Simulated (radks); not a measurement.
The oxygen ion O+, configuration [He] 2s2 2p3.

Method: Dirac Kohn-Sham, BLYP, spin-unpolarised, spherical densities, finite nucleus; open shells fill j = l - 1/2 first; Fermi nuclear charge, rms radius 2.6991 fm; computed with a radial shooting solver on a logarithmic mesh with Libxc functionals.

Energy parts (hartree):
part                      energy
total                  -74.47838
kinetic                 74.42098
electron-nucleus      -172.79512
Hartree                 31.80989
exchange-correlation    -7.91412

Orbitals (lengths in bohr, moments of r in powers of bohr; r(max) is where P^2 peaks):
orbital  occ.  eigenvalue (hartree)  r(max)     <r^4>
1s1/2       2             -19.63481  0.1291  0.007581
2s1/2       2              -1.45232  0.8519     3.838
2p1/2       2              -0.89949  0.7757     5.815
2p3/2       1              -0.89785  0.7767     5.843

The highest occupied level is 2p3/2 at -24.432 eV. For comparison, the ionisation energy in NIST's Atomic Spectra Database is 35.121 eV (measured). In exact Kohn-Sham theory the highest level is minus the ionisation energy, but local and semilocal functionals leave it too shallow, through self-interaction and a potential that decays too fast; potentials with the right tail come closer. The electron density at the nucleus is 323.8 e/bohr^3. The density falls to 0.001 e/bohr^3 at r = 2.89 bohr.

Beside tabulated values, note that spin-unpolarised runs miss the spin-polarisation part of the exchange energy of open shells.
